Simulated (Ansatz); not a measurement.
Cu6As⁻, relaxed as a singlet with RKS B3LYP-D4/def2-SVPD in Ansatz, starting from the GFN1-xTB geometry. Force threshold 0.02 eV/Å.

The restricted singlet is unstable towards broken spin symmetry in Hartree–Fock (as tested in another run); at B3LYP-D4/def2-SVPD this wasn't settled. The relaxation made no stability test and no search for a lower SCF solution. The structure comes from a short search, and lower isomers may exist.

Start:

```tsv
atom	x (Å)	y (Å)	z (Å)
As1	0.4373	-0.1385	-2.1652
Cu2	-1.1994	-0.7157	-0.0580
Cu3	0.2875	-0.9560	1.8492
Cu4	-0.7600	1.4842	-0.9915
Cu5	1.0504	-1.5732	-0.4282
Cu6	-0.9586	1.1610	1.4644
Cu7	1.1430	0.7382	0.3293
```

Task: Estimate the energy that the relaxation releases and the steps that it takes.

Result: 10.0 kJ/mol, in 5 steps; 2.7 min on 4 threads of Arm Neoverse N1 on a shared host. No frequencies were taken in this run, so the end may be a saddle point.

Task: Does the start keep its bonding and symmetry?

Result: By distances, no bond broke or formed. The bond that changes most is Cu3–Cu6, from 2.49 to 2.69 Å (atoms count from 1). Point group C2v at the start, C2v at the end, both within 0.05 Å.

Task: Predict the relaxed structure.

Result: 
| atom | x (Å) | y (Å) | z (Å) |
| --- | --- | --- | --- |
| As1 | 0.4349 | -0.1351 | -2.1433 |
| Cu2 | -1.1047 | -0.6726 | -0.1083 |
| Cu3 | 0.3365 | -1.0402 | 1.8874 |
| Cu4 | -0.8077 | 1.5572 | -0.9694 |
| Cu5 | 1.0827 | -1.6422 | -0.3842 |
| Cu6 | -1.0176 | 1.2514 | 1.4682 |
| Cu7 | 1.0760 | 0.6814 | 0.2495 |
Bond lengths (bridged metal pairs left out): 7 × Cu–Cu 2.47 to 2.69 Å; 4 × As–Cu 2.41 to 2.61 Å.
